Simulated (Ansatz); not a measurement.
BnHm: r2SCAN-D4/def2-TZVP single points in Ansatz on relaxed structures, gas phase. Each cluster is the lowest isomer that a short search found in that spin, judged at the geometry's level, and lower ones may exist. HOMO and LUMO are taken over both spins. Binding counts from free atoms in the multiplicity of their measured ground term, without zero-point energy. The spins of the ions were chosen, not always searched. A dash marks a value that wasn't run or was left out as unsound. The structures are stationary points that may keep the symmetry of their start. Remarks come from the PBE and PBE0 runs and from stability tests at other levels; not every state was tested.

```tsv
species	atoms	state	geometry	HOMO (eV)	LUMO (eV)	gap (eV)	vertical IE (eV)	binding per atom (eV)	lowest of the spins relaxed	point group (within 0.1 Å)	remarks
B2H3	5	doublet; oxidised ion singlet	B3LYP-D4/def2-TZVP	-5.83	-3.43	2.40	9.15	3.23	doublet, of doublet/quartet	C2v	–
B4H3	7	doublet; oxidised ion singlet	B3LYP-D4/def2-TZVP	-6.67	-4.83	1.85	–	3.86	–	C2v	restricted SCF unstable in HF (+1 singlet)
B6H2	8	singlet	PBE0-D4/def2-SVP	-6.39	-5.21	1.18	9.02	4.25	–	C2h	restricted SCF unstable in HF
B5H3	8	singlet	PBE-D4/def2-SVP	-6.54	-4.01	2.52	9.28	4.08	–	Cs	–
B3H6	9	doublet; oxidised ion singlet	PBE-D4/def2-TZVP	-5.30	-3.35	1.95	8.18	3.39	–	C2v	–
B8H14	22	singlet	r2SCAN-D4/def2-SVP	-7.45	-2.21	5.23	–	3.79	–	Cs	–
```

Estimate the rows for B3H2 (doublet; oxidised ion triplet, r2SCAN-D4/def2-TZVP geometry); B7H13 (singlet, B3LYP-D4/def2-SVP geometry).


```tsv
species	atoms	state	geometry	HOMO (eV)	LUMO (eV)	gap (eV)	vertical IE (eV)	binding per atom (eV)	lowest of the spins relaxed	point group (within 0.1 Å)
B3H2	5	doublet; oxidised ion triplet	r2SCAN-D4/def2-TZVP	-6.49	-5.22	1.27	9.44	3.43	doublet, of doublet/quartet	C2v
B7H13	20	singlet	B3LYP-D4/def2-SVP	-6.99	-2.53	4.46	–	3.71	–	–
```

The gap (eV) runs from 1.18 (B6H2) to 5.23 (B8H14). The vertical IE (eV) runs from 8.18 (B3H6) to 9.44 (B3H2). The binding per atom (eV) runs from 3.23 (B2H3) to 4.25 (B6H2).
